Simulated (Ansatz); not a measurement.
Start from `BC(C)=C=C` and change one atom or group to get `C=C=C(C)Cl`.

Ansatz, PBE0-D4/def2-TZVP geometries, multiplicity 1. 

```
                             property  `BC(C)=C=C`
HOMO energy (ωB97M-V/def2-TZVPP) / eV        -9.93
 HOMO–LUMO gap (PBE0/def2-TZVPP) / eV         5.91
LUMO energy (ωB97M-V/def2-TZVPP) / eV         0.19
HOMO–LUMO gap (B3LYP/def2-TZVPP) / eV         5.48
  LUMO energy (B3LYP/def2-TZVPP) / eV        -1.99
   LUMO energy (PBE0/def2-TZVPP) / eV        -1.78
```

**Question.** What does the change do to each property? (Estimate.)

**Answer.** The calculation gave: 
| property | `C=C=C(C)Cl` | shift |
| --- | --- | --- |
| HOMO energy (ωB97M-V/def2-TZVPP) / eV | -9.26 | 0.67 |
| HOMO–LUMO gap (PBE0/def2-TZVPP) / eV | 6.53 | 0.62 |
| LUMO energy (ωB97M-V/def2-TZVPP) / eV | 1.59 | 1.40 |
| HOMO–LUMO gap (B3LYP/def2-TZVPP) / eV | 6.09 | 0.61 |
| LUMO energy (B3LYP/def2-TZVPP) / eV | -0.79 | 1.20 |
| LUMO energy (PBE0/def2-TZVPP) / eV | -0.57 | 1.21 |

With PBE0 the HOMO rises by 0.60 eV and the LUMO rises by 1.21 eV, so the gap widens by about 0.61 eV. PBE moves the HOMO by 0.60 eV and ωB97M-V by 0.67 eV.

B3LYP here is the variant with VWN-RPA as its local correlation; programs differ in this.
